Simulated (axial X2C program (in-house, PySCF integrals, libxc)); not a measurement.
## Working with the constants of NaAs⁺

A bond curve at the CCSD(T) level, two-component, was computed with an in-house all-electron X2C program for linear molecules (integrals from PySCF) (basis As dyall-cv3z [9s9p6d4f1g], Na dyall-cv3z [9s8p5d2f] (cores contracted in-house)) for the state Ω = 3/2 (⟨Sz⟩ = 1.50, ⟨Lz⟩ = 0.00 at HF). Its fit gives Re = 3.1379 Å, ωe = 110.9 cm⁻¹, ωexe = 1.45 cm⁻¹ and αe = 1.479e-03 cm⁻¹; the masses are 74.9216 and 22.9898 u. Two-component means X2C with spin–orbit coupling and atomic mean-field Coulomb and Gaunt terms.

Correlated methods: 13 electrons correlated (number of frozen shells: As 3 s, 2 p, 1 d; Na 1 s), 255 virtual spin orbitals or spinors in MP2, 90 natural virtuals in coupled cluster.

**Question.** Find the reduced mass, Be and the force constant.

**Answer.** From the CCSD(T) values: μ = 17.5917 u. Be = 16.8576/(μ Re²) = 0.09732 cm⁻¹. k = 5.8918×10⁻⁷ μ ωe² = 0.127 mdyn/Å.

**Question.** Estimate the centrifugal constant by the Kratzer relation.

**Answer.** D = 4Be³/ωe² = 3.00e-07 cm⁻¹.

**Question.** Where do the fundamental and the first overtone lie?

**Answer.** ν(1←0) = ωe − 2ωexe = 108.0 cm⁻¹; ν(2←0) = 2ωe − 6ωexe = 213.1 cm⁻¹.

**Question.** Estimate De from a Morse curve and compare with the computed well depth of 0.253 eV to As + Na+.

**Answer.** De(Morse) = ωe²/(4ωexe) = 0.263 eV against 0.253 eV computed, a ratio of 1.04. For De the Morse form works well here.

**Question.** A Morse curve ties αe to the other constants (Pekeris). How well does that hold?

**Answer.** αe(Morse) = 6Be²/ωe × (√(ωexe/Be) − 1) = 1.466e-03 cm⁻¹; the CCSD(T) curve gives 1.479e-03 cm⁻¹, a ratio of 0.99.

The state is a single determinant with fixed occupations, the lowest that a limited PBE0 search found. De is counted from the lowest determinant-based energies of the atoms at the same level, without counterpoise correction. CCSD and (T) use frozen natural virtuals with an MP2 correction for the truncation; (T) itself is uncorrected, so its De runs slightly low. With several unpaired electrons one determinant need not be a pure state. This is the top spin component of a Σ state; components of lower Ω are not single determinants and can lie lower. The bond is weak, and without diffuse functions and with truncated virtuals even CCSD(T) can be tens of per cent off in De.
